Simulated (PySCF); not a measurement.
This script is equivalent to a calculation on Te⁺ (tellurium, charge +1).

```python
from pyscf import gto, scf, dft, mp, cc
import basis_set_exchange as bse
mol = gto.M(atom="Te 0 0 0", charge=1, spin=3, symmetry="D2h",
            basis=gto.basis.parse(bse.get_basis("x2c-SVPall", elements=["Te"], fmt="nwchem", header=False)),
            nucmod="G")
mf = dft.UKS(mol, xc="PBE").sfx2c1e()
mf.irrep_nelec = {'Ag': (9, 9), 'B1g': (2, 2), 'B2g': (2, 2), 'B3g': (2, 2), 'B1u': (4, 3), 'B2u': (4, 3), 'B3u': (4, 3)}
mf.kernel()
```

What total energy does it give?

-6792.19 hartree (calculated).

Which occupied shell lies highest, and where?

5p α, at -14.602 eV.

What is ⟨S²⟩, and what would a pure spin state give?

3.750, against 3.75.
